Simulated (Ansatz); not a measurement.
## Worked example: GaH(CH3)F + HOF → GaHF2 + CH4O

Species: GaH(CH3)F, singlet; HOF (hypofluorous acid) `OF`, singlet; GaHF2 `[F][GaH][F]`, singlet; CH4O (methanol) `CO`, singlet. The partners trade CH3 for F: Ga–CH3 and O–F bonds give way to Ga–F and O–CH3.

Shapes, held fixed at every level: PBE0-D4/def2-TZVP. Programs: Ansatz 0.2.0. Electronic energies: no zero-point or thermal term.

At CCSD(T)/def2-TZVPP; 1 Eh = 2625.50 kJ/mol:

```
  species   energy (Eh)
GaH(CH3)F  -2063.687251
      HOF   -175.341719
    GaHF2  -2123.630403
     CH4O   -115.555339
```

Question: Work out ΔE of the reaction at this level.

Answer: 
1. Products less reactants: (-2123.630403) + (-115.555339) − [(-2063.687251) + (-175.341719)] = -0.156772 Eh = -411.6 kJ/mol.

Other levels give -433.4 (MP2/def2-TZVPP) to -381.3 kJ/mol (PBE-D4/def2-TZVPP). No measured value is set beside it here. Relativity is left out for Ga. Outer-core shells of Ga are correlated in most correlated rows, in sets that cover them unevenly.
